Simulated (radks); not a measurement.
Values are calculated unless marked as measured or tabulated.
Q: These are the eigenvalues of the occupied orbitals of an atom or ion with whole-number occupations (hartree). Level of theory: non-relativistic Kohn-Sham, exchange-only PBE, spin-polarised, spherical densities, point nucleus (a radial shooting solver on a logarithmic mesh with Libxc functionals).

| orbital | eigenvalue |
|---|---|
| 1s up | -1009.201 |
| 1s down | -1009.144 |
| 2s up | -167.6583 |
| 2s down | -167.6016 |
| 2p up | -158.2937 |
| 2p down | -158.2199 |
| 3s up | -49.15026 |
| 3s down | -49.00918 |
| 3p up | -45.32093 |
| 3p down | -45.17706 |
| 3d up | -38.29523 |
| 3d down | -38.16585 |
| 4d up | -18.24736 |

Which element is it, and in what charge state? The configuration may be excited. Open shells, if any, are filled with parallel spins first.

A: Z = 49, indium, charge +21: In21+ in [Ne] 3s2 3p5 3d10 4d1. The list shows which subshells hold electrons but not how many an open one holds; the 1s level, -1009.2 hartree, gives Z - s = 44.9 by -(Z - s)^2/2, which with screening narrows Z to a few neighbours, and the depths of the outer levels then fix element, charge and occupations together.
